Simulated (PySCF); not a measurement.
## Vibration and rotation of MgGe

ROHF-CCSD(T) constants of MgGe, ³Σ⁻ (triplet), unpaired electrons π ↑↑ (PySCF, no relativity, basis sets Mg def2-SVPD, Ge def2-SVPD; masses 23.9850 and 73.9212 u):

| Quantity | Value |
| --- | --- |
| ωe | 245.8 cm⁻¹ |
| ωexe | 1.8 cm⁻¹ |
| Be | 0.13406 cm⁻¹ |
| αe | 0.00110 cm⁻¹ |
| D (centrifugal) | 1.59e-07 cm⁻¹ |
| De to Mg + Ge | 0.83 eV |

Give the vibrational terms G(v) and spacings up to v = 6.

G(v) = ωe(v+½) − ωexe(v+½)².

| v | G(v) (cm⁻¹) | G(v) − G(v−1) | Bv (cm⁻¹) |
| --- | --- | --- | --- |
| 0 | 122.5 |  | 0.1335 |
| 1 | 364.7 | 242.2 | 0.1324 |
| 2 | 603.2 | 238.6 | 0.1313 |
| 3 | 838.3 | 235.0 | 0.1302 |
| 4 | 1069.7 | 231.4 | 0.1291 |
| 5 | 1297.5 | 227.8 | 0.1280 |
| 6 | 1521.7 | 224.2 | 0.1269 |

How well does the Morse estimate ωe²/(4ωexe) reproduce De, and what is D0?

It gives 1.04 eV, 125 % of the computed De. D0 = De − G(0) = 0.83 − 0.02 = 0.81 eV.

Correlated steps freeze 10 core orbitals. Correlated levels converge slowly with the basis: in double zeta they bind strong bonds too weakly, by up to about 1 eV, and carry superposition errors of some tenths. Spin–orbit coupling is left out. The state was picked by a PBE0 search and need not be the measured ground state.
